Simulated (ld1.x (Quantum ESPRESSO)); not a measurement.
Sn (Z = 50), ultrasoft: configuration errors across variants

```json
{
 "Element": "tin",
 "Generator": "ld1.x (Quantum ESPRESSO) 7.5",
 "Type": "ultrasoft",
 "Functional": "PBE",
 "Relativity": "scalar-relativistic",
 "Frozen core": "[Ar] 3d10",
 "Valence charge": "22",
 "Reference configuration": "4s2 4p6 4d10 5s1.75 5p2.25",
 "Partial waves": "4s (bound): rcut 1.15, rcutus 1.35 bohr; 5s (bound): rcut 1.15, rcutus 1.35 bohr; 4p (bound): rcut 1.30, rcutus 1.60 bohr; 5p (bound): rcut 1.30, rcutus 1.60 bohr; 4d (bound): rcut 1.05, rcutus 1.35 bohr; 4d channel at -1 Ry: rcut 1.05, rcutus 1.35 bohr",
 "Local potential": "all-electron potential smoothed inside 1.50 bohr (lloc = -1)",
 "Core correction": "a·sin(br)/r model core, default radius (core density twice the valence density)",
 "Augmentation charge": "built from norm-conserving waves at rcut, not smoothed further"
}
```

All-electron excitation energies from the reference (eV): (1) 4s2 4p6 4d10 5s2 5p2 -1.722; (2) 4s2 4p6 4d10 5s2 5p1 5.153; (3) 4s2 4p6 4d10 5s2 5p0 19.105; (4) 4s2 4p6 4d9 5s2 5p2 30.970; (5) 4s2 4p6 4d10 5s1 5p0 50.077; (6) 4s2 4p6 4d10 5s1 5p3 5.257; (7) 4s1 4p6 4d10 5s2 5p2 140.464.

On the changes marked as counting shells twice: ld1.x takes every shell without a wave as core, so the model core holds the marked electrons as well and exchange and correlation see them twice. This cancels in the reference configuration, but the file is broken for other ones, and its errors say nothing about a proper core correction.

The overlap operator is not positive definite (basis up to 400 Ry) in “base”, “local potential all-electron potential smoothed inside 1.10 bohr (lloc = -1)”, “local potential all-electron potential smoothed inside 1.18 bohr (lloc = -1)”, “all radii but the core radius scaled by about 0.95 (s 1.28, p 1.52, d 1.28 bohr, rcut 1.08/1.24/1.00); local potential all-electron potential smoothed inside 1.42 bohr (lloc = -1)”, “wave 4d channel at -1 Ry: rcut 1.05, rcutus 1.35 bohr becomes 4d channel at -1.77 Ry: rcut 1.05, rcutus 1.35 bohr”. Such files are unfit for use, however small their errors in these radial tests.

1 further variants failed, have other tests or another functional or relativity, and are left out.

The file “base” misses its own reference levels by 3.7 eV. The file “local potential all-electron potential smoothed inside 1.10 bohr (lloc = -1)” misses its own reference levels by 4.1 eV. The file “local potential all-electron potential smoothed inside 1.18 bohr (lloc = -1)” misses its own reference levels by 2.0 eV. The file “all radii but the core radius scaled by about 0.95 (s 1.28, p 1.52, d 1.28 bohr, rcut 1.08/1.24/1.00); local potential all-electron potential smoothed inside 1.42 bohr (lloc = -1)” misses its own reference levels by 3.1 eV. The file “wave 4d channel at -1 Ry: rcut 1.05, rcutus 1.35 bohr becomes 4d channel at -1.77 Ry: rcut 1.05, rcutus 1.35 bohr” misses its own reference levels by 3.7 eV.

Errors AE − PS in meV (a dash: test not solved or not reliable):

```tsv
change	(1)	(2)	(3)	(4)	(5)	(6)	(7)	bound ghosts
base	-467	-96	+845	-3340	+5109	+1446	-2857	not determined (overlap not positive)
local potential all-electron potential smoothed inside 1.10 bohr (lloc = -1)	-213	+282	+1525	-3950	+4599	+639	-4841	not determined (overlap not positive)
local potential all-electron potential smoothed inside 1.18 bohr (lloc = -1)	-485	-174	+906	-508	+5456	+1484	-30	not determined (overlap not positive)
all radii but the core radius scaled by about 0.95 (s 1.28, p 1.52, d 1.28 bohr, rcut 1.08/1.24/1.00); local potential all-electron potential smoothed inside 1.42 bohr (lloc = -1)	-668	-1173	-1704	-3002	+1789	+2075	-2333	not determined (overlap not positive)
wave 4d channel at -1 Ry: rcut 1.05, rcutus 1.35 bohr becomes 4d channel at -1.77 Ry: rcut 1.05, rcutus 1.35 bohr	-467	-96	+845	-3339	+5108	+1447	-2855	not determined (overlap not positive)
```

(1) Give the same row for: type TM; waves now 4s (bound): rc 1.35 bohr; 4d (bound): rc 1.35 bohr; 4p (bound): rc 1.60 bohr; local potential the p channel (5p, 5s counted twice).

Answers

(1) +377, -383, -1843, +412, -5833, -1185, +375; bound ghosts: none. ld1.x takes every shell without a wave as core, so the model core holds the 5p, 5s electrons as well and exchange and correlation see them twice. This cancels in the reference configuration, but the file is broken for other ones, and its errors say nothing about a proper core correction.
